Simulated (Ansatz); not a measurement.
Compare A (`[SiH3]C[SiH2]I`) with its isomer B (`C[SiH]([SiH3])I`).

Gas-phase electronic energies from Ansatz, PBE0-D4/def2-TZVP geometries. CCSD(T)/CBS adds triple-zeta CCSD(T) − MP2 to the extrapolated MP2 energy (def2 sets, frozen cores). DFT in def2-TZVPP. B3LYP here is the variant with VWN-RPA as its local correlation; programs differ in this. def2 core potentials past Kr. For I outer-core shells are correlated without core-valence functions, which leaves a few kJ/mol of doubt a bond. Each species was taken in one conformer, which may not be the lowest.

Task: Which is lower in electronic energy at CCSD(T)/CBS, and by how much? (Estimate.)

Result: Computed: B, by 1.6 kJ/mol. So small a gap doesn't settle the order.

Task: Give E(B) − E(A) in kJ/mol with CCSD/def2-TZVPP, HF/def2-TZVPP, CCSD(T)/def2-TZVPP, B3LYP, r2SCAN-D4, B2PLYP, ωB97M-V. (An estimate is asked.)

Result: The calculation gave: CCSD/def2-TZVPP 0.5, HF/def2-TZVPP 5.8, CCSD(T)/def2-TZVPP -0.5, B3LYP -4.1, r2SCAN-D4 -6.5, B2PLYP -0.8, ωB97M-V 2.2. The order is the other way round with CCSD/def2-TZVPP, HF/def2-TZVPP, ωB97M-V.

Largest T1 diagnostic: 0.010.

From PBE to PBE0 (25 % exact exchange), in def2-TZVPP and without D4, E(B) − E(A) moves by +4.0 kJ/mol.
